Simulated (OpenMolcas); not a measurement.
**Cu7+, Ag7+, Au7+: d4 down the group**

```json
{
  "Program": "OpenMolcas 26.06",
  "Method": "CASSCF",
  "Basis": "ANO-R2",
  "Scalar Hamiltonian": "X2C, finite nucleus",
  "Spin-orbit coupling": "state interaction with AMFI integrals over the reference wave functions, term energies averaged over their components"
}
```

Active space for each ion: 4 electrons in 10 orbitals (d d).

Computed levels in cm-1 above 5D0:

| Level | Cu7+ | Ag7+ | Au7+ |
| --- | --- | --- | --- |
| 5D1 | 376 | 1140 | 8733 |
| 5D2 | 1086 | 2883 | 15582 |
| 5D3 | 2073 | 4915 | 20448 |
| 5D4 | 3287 | 7099 | 22746 |
| 3H4 | 36522 | 25887 | 33693 |
| 3H5 | 37372 | 28475 | 41894 |
| 3H6 | 38241 | 30291 | 45335 |
| 3P1(1) | 40108 | 29642 | 43156 |
| 3F2(1) | 42316 | 31434 | 40806 |
| weight of 5D in the lowest level (%) | 99 | 94 | 58 |

Mixed levels, with the weight of the term that names them: Au7+ 5D0 (58 %), Au7+ 5D4 (52 %), Au7+ 3H4 (53 %), Au7+ 3H6 (68 %), Au7+ 3P1(1) (71 %), Au7+ 3F2(1) (61 %).

Measured, with the error of the calculation in %. Measured levels: Ag7+ from Atoms 5, 11 (2017), spectra Ag VII to Ag IX.

```tsv
Level	Ag7+
5D1	1340 (-14.9)
5D2	3212 (-10.3)
5D3	5292 (-7.1)
5D4	7443 (-4.6)
3H4	23302 (+11.1)
3H5	26250 (+8.5)
3H6	28185 (+7.5)
3P1(1)	26526 (+11.7)
3F2(1)	28051 (+12.1)
```

The fine-structure level 5D4 changes by a factor of 6.92 from Cu7+ to Au7+.

Without spin-orbit coupling 3H lies 35570, 24387, 22031 cm-1 above 5D in that order; the difference to the level 3H4, of either sign, comes from spin-orbit coupling, which also lowers the zero.

Without dynamic correlation excited terms often stand tens of per cent too high (terms of higher spin than the ground term too low), and those without a measured partner can miss by more than the paired ones. Active for correlation alone: 4d; no level in the range computed is led by a configuration that fills it, so any true level of that kind is missing (holds for Cu7+). Active for correlation alone: 5d; no level in the range computed is led by a configuration that fills it, so any true level of that kind is missing (holds for Ag7+). Active for correlation alone: 6d; no level in the range computed is led by a configuration that fills it, so any true level of that kind is missing (holds for Au7+). Measured partners are found by configuration, term and J. A level has none where our copy of the source lacks it or the pairing is in doubt (some pairs that miss far off the trend of their configuration count as doubtful), and it then counts in no deviation. Only configurations of the active space appear.

A number in round brackets counts repeated terms of one configuration in the order of the reference energies.
